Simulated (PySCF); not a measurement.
AlBH₃ (calculated)

Calculation on a computer-drawn molecule: vertical ionisation energy to the stated ion spin, frozen-core CCSD(T) at the basis limit and cheaper methods, single-reference cases, UHF for radicals, no spin-orbit; all values are single points at the evaluated structure, the first of each entry, which is the reference or a displaced copy of it and isn't optimised; the reference structure only sets the zero of the energies above reference; triples share is (T) over the correlation energy. Program: PySCF 2.14.0.

Common to all runs: charge 0; multiplicity 2; ion multiplicity 1; diffuse functions no; basis cc-pV(n+d)Z; reference is the Hartree-Fock double-zeta minimum; best is HF at quadruple zeta + MP2 correlation extrapolated from triple and quadruple zeta + CCSD(T) minus MP2 at triple zeta; basis step is the size of the change from the same recipe one zeta lower.

(1) AlBH₃

Evaluated structure:
```xyz
5
AlBH3
B     -0.7986    -1.2297     2.6277
Al    -0.4808    -0.2841     0.5856
H     -0.4777    -0.7953     3.6865
H     -1.6075    -2.2342     2.7620
H      0.6955    -0.6473    -0.3672
```

Reference structure:
```xyz
5
AlBH3
B     -0.8330    -1.2906     2.6810
Al    -0.4471    -0.3787     0.7969
H     -0.4109    -0.8188     3.7046
H     -1.5915    -2.2192     2.7845
H      0.7411    -0.7220    -0.2052
```

Drawn bonds:
| atom | other atom | order |
| --- | --- | --- |
| 1 | 2 | 1 |
| 1 | 3 | 1 |
| 1 | 4 | 1 |
| 2 | 5 | 1 |

(2) AlBH₃

Evaluated structure:
```xyz
5
AlBH3
B     -0.8695    -1.3069     2.6782
Al    -0.3758    -0.4006     0.7800
H     -0.3717    -0.8340     3.6792
H     -1.5347    -2.2525     2.7899
H      0.7053    -0.7057    -0.1621
```

Reference structure:
```xyz
5
AlBH3
B     -0.8330    -1.2906     2.6810
Al    -0.4471    -0.3787     0.7969
H     -0.4109    -0.8188     3.7046
H     -1.5915    -2.2192     2.7845
H      0.7411    -0.7220    -0.2052
```

Drawn bonds:
| atom | other atom | order |
| --- | --- | --- |
| 1 | 2 | 1 |
| 1 | 3 | 1 |
| 1 | 4 | 1 |
| 2 | 5 | 1 |

(3) AlBH₃

Evaluated structure:
```xyz
5
AlBH3
B     -0.8927    -1.3327     2.6696
Al    -0.4808    -0.3355     0.7587
H     -0.4335    -0.7400     3.7655
H     -1.5743    -2.2480     2.7788
H      0.7417    -0.6748    -0.1777
```

Reference structure:
```xyz
5
AlBH3
B     -0.8330    -1.2906     2.6810
Al    -0.4471    -0.3787     0.7969
H     -0.4109    -0.8188     3.7046
H     -1.5915    -2.2192     2.7845
H      0.7411    -0.7220    -0.2052
```

Drawn bonds:
| atom | other atom | order |
| --- | --- | --- |
| 1 | 2 | 1 |
| 1 | 3 | 1 |
| 1 | 4 | 1 |
| 2 | 5 | 1 |

To be estimated
1. What ionisation energy basis step does the calculation give for AlBH₃ (entry 1)?
2. Give the table of triple zeta values for AlBH₃ (entry 1).
3. AlBH₃ (entry 2): total energy best?
4. Give the missing dipole magnitude wB97X at triple zeta for AlBH₃ (entry 2).
5. Estimate the T1 diagnostic at triple zeta of AlBH₃ (entry 3).
6. AlBH₃ (entry 3): total energy CCSD(T) triple zeta?
7. Give the table of triple zeta values for AlBH₃ (entry 3).

Answers
1. 0.02594 eV
2. 
Triple zeta:
| method | ionisation energy (eV) | energy above reference (kcal/mol) |
| --- | --- | --- |
| HF | 7.17 | 5.279 |
| PBE | 7.622 | 6.774 |
| r2SCAN | 7.738 | 6.981 |
| B3LYP | 7.601 | 6.678 |
| wB97X | 7.464 | 6.403 |
| MP2 | 7.366 | 5.986 |
| CCSD | 7.432 | 6.083 |
| CCSD(T) | 7.46 | 6.153 |
3. -268.4999 hartree
4. 0.7132 debye
5. 0.03164
6. -268.4759 hartree
7. 
Triple zeta:
| method | ionisation energy (eV) | energy above reference (kcal/mol) |
| --- | --- | --- |
| HF | 7.094 | 5.222 |
| PBE | 7.598 | 5.668 |
| r2SCAN | 7.704 | 5.899 |
| B3LYP | 7.559 | 5.793 |
| wB97X | 7.41 | 5.728 |
| MP2 | 7.302 | 5.631 |
| CCSD | 7.379 | 5.534 |
| CCSD(T) | 7.413 | 5.532 |

Further results for AlBH₃ (entry 1):

| Property | Result |
| --- | --- |
| ionisation energy best | 7.487 eV |
| energy above reference best | 6.427 kcal/mol |
| energy above reference basis step | 0.218 kcal/mol |
| total energy HF triple zeta | -268.2766 hartree |
| total energy CCSD(T) triple zeta | -268.4749 hartree |
| total energy best | -268.4962 hartree |
| T1 diagnostic at triple zeta | 0.02825 |
| D1 diagnostic at triple zeta | 0.09883 |
| spin squared at triple zeta | 0.8033 |
| ion T1 diagnostic at triple zeta | 0.01253 |
| ion D1 diagnostic at triple zeta | 0.02504 |
| triples share at triple zeta | 0.03034 |
| basis functions triple zeta | 111 |
| dipole magnitude HF at triple zeta | 0.5289 debye |
| dipole magnitude CCSD unrelaxed at triple zeta | 0.7886 debye |
| dipole magnitude PBE at triple zeta | 1.24 debye |
| dipole magnitude r2SCAN at triple zeta | 1.15 debye |
| dipole magnitude B3LYP at triple zeta | 1.032 debye |
| dipole magnitude wB97X at triple zeta | 0.6671 debye |

Further results for AlBH₃ (entry 2):

| Item | Value |
| --- | --- |
| ionisation energy best | 7.233 eV |
| ionisation energy basis step | 0.02963 eV |
| energy above reference best | 4.099 kcal/mol |
| energy above reference basis step | 0.1514 kcal/mol |
| total energy HF triple zeta | -268.2788 hartree |
| total energy CCSD(T) triple zeta | -268.4782 hartree |
| T1 diagnostic at triple zeta | 0.03446 |
| D1 diagnostic at triple zeta | 0.1281 |
| spin squared at triple zeta | 0.8097 |
| ion T1 diagnostic at triple zeta | 0.01081 |
| ion D1 diagnostic at triple zeta | 0.02122 |
| triples share at triple zeta | 0.03037 |
| basis functions triple zeta | 111 |
| dipole magnitude HF at triple zeta | 0.33 debye |
| dipole magnitude CCSD unrelaxed at triple zeta | 0.8052 debye |
| dipole magnitude PBE at triple zeta | 1.354 debye |
| dipole magnitude r2SCAN at triple zeta | 1.21 debye |
| dipole magnitude B3LYP at triple zeta | 1.102 debye |

Triple zeta:
| method | ionisation energy (eV) | energy above reference (kcal/mol) |
| --- | --- | --- |
| HF | 6.818 | 3.883 |
| PBE | 7.43 | 4.576 |
| r2SCAN | 7.512 | 4.183 |
| B3LYP | 7.36 | 3.984 |
| wB97X | 7.181 | 4.069 |
| MP2 | 7.073 | 3.808 |
| CCSD | 7.164 | 4.026 |
| CCSD(T) | 7.205 | 4.073 |

Further results for AlBH₃ (entry 3):

| Quantity | Value |
| --- | --- |
| ionisation energy best | 7.439 eV |
| ionisation energy basis step | 0.02775 eV |
| energy above reference best | 5.656 kcal/mol |
| energy above reference basis step | 0.05506 kcal/mol |
| total energy HF triple zeta | -268.2767 hartree |
| total energy best | -268.4974 hartree |
| D1 diagnostic at triple zeta | 0.1135 |
| spin squared at triple zeta | 0.8108 |
| ion T1 diagnostic at triple zeta | 0.01227 |
| ion D1 diagnostic at triple zeta | 0.02496 |
| triples share at triple zeta | 0.03078 |
| basis functions triple zeta | 111 |
| dipole magnitude HF at triple zeta | 0.3877 debye |
| dipole magnitude CCSD unrelaxed at triple zeta | 0.715 debye |
| dipole magnitude PBE at triple zeta | 1.205 debye |
| dipole magnitude r2SCAN at triple zeta | 1.096 debye |
| dipole magnitude B3LYP at triple zeta | 0.9831 debye |
| dipole magnitude wB97X at triple zeta | 0.5971 debye |
